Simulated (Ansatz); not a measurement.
Stretching the As1–As2 bond in As2 (multiplicity 1 held). Energies count from the point at 2.104 Å.


R- and RO- levels are restricted; in cc, def2 and unpolarised 6-31G sets they are followed outwards from rest. Active spaces are followed from rest. Curves can end on different states.

Cores are frozen in the correlated methods. Filled d and f shells under p-block atoms count as core.

Run with Ansatz (Gaussian orbitals). Each number belongs to the level named beside it.

Energies in kcal/mol.

```tsv
R (Å)	R-HF/cc-pVDZ	R-CCSDT/cc-pVDZ	FIC-NEVPT4(SD) on CASSCF(10,8)/cc-pVDZ	FIC-MRCISD+Q on CASSCF(10,8)/cc-pVDZ
1.683	104.3	125.6	126.8	[?]
1.894	14.2	25.8	26.5	26.5
2.104	0.0	0.0	0.0	0.0
2.315	19.0	5.5	4.4	4.5
2.525	50.8	21.5	19.2	19.4
2.841	103.0	41.0	41.1	[?]
3.156	150.4	37.7	54.8	55.3
3.682	212.2	16.2	64.2	64.7
4.208	255.4	8.1	66.9	67.4
4.840	290.1	5.1	67.8	68.3
5.681	318.0	3.9	68.1	[?]
6.733	336.9	3.1	68.2	68.7
8.417	352.8	2.4	68.2	68.7
```

Q: Fill in the missing entries.

A: 
- 1.683, FIC-MRCISD+Q on CASSCF(10,8)/cc-pVDZ: 126.7
- 5.681, FIC-MRCISD+Q on CASSCF(10,8)/cc-pVDZ: 68.6
- 2.841, FIC-MRCISD+Q on CASSCF(10,8)/cc-pVDZ: 41.5

Doubts at one or more of the structures used: a restricted determinant that unrestricted orbitals would lower (R-HF/cc-pVDZ, R-CCSDT/cc-pVDZ); other coupled-cluster roots lie near (R-CCSDT/cc-pVDZ); T1 above 0.05 (R-CCSDT/cc-pVDZ).

Ansatz is a first-principles code.
